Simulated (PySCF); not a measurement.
How good is the calculation?

Numbering as in the mapped SMILES `[O:1]=[C:2]([OH:3])[c:4]1[cH:5][cH:6][s:7][cH:8]1` (H(Xn): hydrogen on atom n).

Published estimates (parent shift plus substituent increments) and measurements: δ 1H H(C8) 8.24; H(C5) 7.57; H(C6) 7.34 ppm (estimated from measurements, as parent shift plus tabulated substituent increment; solution, not stated per compound (mostly CDCl3 or CCl4); Pretsch, Buehlmann, Badertscher, Structure Determination of Organic Compounds, 4th ed. (2009)).

Method: NMR shieldings at PBE0/pcSseg-1/GIAO, GFN2-xTB structure, in PySCF 2.14.0 with density-fitted response routines (no solvent, one conformer, non-relativistic).

(1) How close does the calculation come?

(2) How far are the unscaled 1H shifts from the references?

## Answers

(1) 
Reference values: estimated from measurements, as parent shift plus tabulated substituent increment (solution, not stated per compound (mostly CDCl3 or CCl4); Pretsch, Buehlmann, Badertscher, Structure Determination of Organic Compounds, 4th ed. (2009)).
```
atoms  quantity  reference  computed  computed, scaled
H(C8)      δ 1H       8.24      8.09              7.72
H(C5)      δ 1H       7.57      7.92              7.56
H(C6)      δ 1H       7.34      7.19              6.87
```

Computed shifts are σ(ref) − σ with the named reference compound (TMS for H and C) calculated as an isolated molecule at the same level. The measured values may be among those fitted. Empirical linear scaling, fitted to shifts measured mostly in CDCl3 for H and C (δ vs TMS): 1H: δ = 30.01 − 0.943σ (rms 0.17 ppm, 504 shifts, 0.18 ppm with the 4 outliers that the fit left out). Occasional misses reach two or three times the rms, and more in compound classes unlike the fitted ones. Hydrogens on heteroatoms aren't scaled, only referred to computed TMS.

(2) Mean signed difference +0.02 ppm, mean absolute 0.22 ppm over 3 comparisons; the largest is +0.35 ppm at H(C5) (hydrogen on an aromatic CH).
